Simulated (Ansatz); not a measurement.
BClGeH5NO (`NB(Cl)[O][GeH3]`), relaxed with RKS PBE-D4/def2-SVP in Ansatz from a rough embedded geometry. The force threshold is 0.03 eV/Å; the program also tests the step.

Charge 0, multiplicity 1.

Start:

```xyz
10

N     1.127    1.245    0.738
B     0.141    0.947   -0.327
Cl   -1.300    2.057   -0.564
O     0.313   -0.227   -1.166
Ge   -0.446   -1.597   -0.424
H     0.713    1.284    1.665
H     1.506    2.234    0.568
H    -0.282   -2.866   -1.261
H    -1.973   -1.260   -0.203
H     0.200   -1.817    0.973
```

| step | energy (eV) | largest force (eV/Å) | largest move (Å) |
| --- | --- | --- | --- |
| 1 | -73305.4221 | 3.353 | 0.000 |
| 2 | -73305.7516 | 1.774 | 0.103 |
| 3 | -73305.9128 | 0.662 | 0.194 |
| 4 | -73306.0473 | 0.976 | 0.195 |
| 5 | -73306.1909 | 1.617 | 0.198 |
| 6 | -73306.3450 | 1.934 | 0.196 |
| 7 | -73306.5447 | 1.372 | 0.200 |
| 8 | -73306.6739 | 1.238 | 0.200 |
| 9 | -73306.7448 | 0.546 | 0.195 |
| 10 | -73306.7652 | 0.318 | 0.084 |
| 11 | -73306.7775 | 0.153 | 0.106 |
| 12 | -73306.7813 | 0.062 | 0.069 |
| 13 | -73306.7820 | 0.077 | 0.070 |
| 14 | -73306.7828 | 0.094 | 0.042 |
| 15 | -73306.7837 | 0.060 | 0.024 |
| 16 | -73306.7847 | 0.051 | 0.077 |
| 17 | -73306.7854 | 0.053 | 0.069 |
| 18 | -73306.7859 | 0.055 | 0.034 |
| 19 | -73306.7868 | 0.065 | 0.074 |
| 20 | -73306.7873 | 0.101 | 0.057 |
| 21 | -73306.7879 | 0.035 | 0.009 |
| 22 | -73306.7880 | 0.016 | 0.014 |

End:

```xyz
10

N     0.581    1.324    0.817
B     0.062    1.156   -0.488
Cl   -0.102    2.623   -1.516
O    -0.337   -0.030   -1.041
Ge   -0.445   -1.651   -0.244
H     0.770    0.554    1.457
H     0.879    2.235    1.161
H    -0.437   -2.667   -1.406
H    -1.761   -1.703    0.575
H     0.789   -1.841    0.685
```

It took 28 s on 4 threads of a server CPU on a shared host, with 0.19 GiB of host memory at the peak.
